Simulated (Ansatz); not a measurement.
# Ligand exchange: CH4SZn + SnH(SH)3 → CH4S2Zn + SnH2(SH)2

Species: CH4SZn `C[S][ZnH]`, singlet; SnH(SH)3, singlet; CH4S2Zn `C[S][Zn][SH]`, singlet; SnH2(SH)2, singlet. The partners trade H for SH: Zn–H and Sn–SH bonds give way to Zn–SH and Sn–H.

Shapes, held fixed at every level: PBE0-D4/def2-TZVP. Flexible molecules stand in one conformer, not always the lowest. Programs: Ansatz 0.2.0. Electronic energies: no zero-point or thermal term.

| level | kind | ΔE (kJ/mol) | CPU time (sum over the molecules) |
| --- | --- | --- | --- |
| HF/def2-TZVPP | Hartree–Fock | -42.0 | – |
| PBE-D4/def2-TZVPP | GGA | -23.2 | 29 s |
| r2SCAN-D4/def2-TZVPP | meta-GGA | -27.8 | 62 s |
| B3LYP-D4/def2-TZVPP | global hybrid | -24.3 | 61 s |
| PBE0-D4/def2-TZVPP | global hybrid | -27.3 | 39 s |
| r2SCAN0-D4/def2-TZVPP | global hybrid | -30.8 | 69 s |
| wB97X-V/def2-TZVPP | range-separated hybrid | -29.5 | 1.7 min |

wB97X-V/def2-TZVPP gives ΔE = -29.5 kJ/mol; the levels span -42.0 to -23.2. The median of the levels is -27.8. No measured value is set beside it here. For atoms past krypton def2 sets carry core potentials with scalar relativity. Relativity is left out for Zn. Times are processor times on shared x86 and Arm servers, and rough.
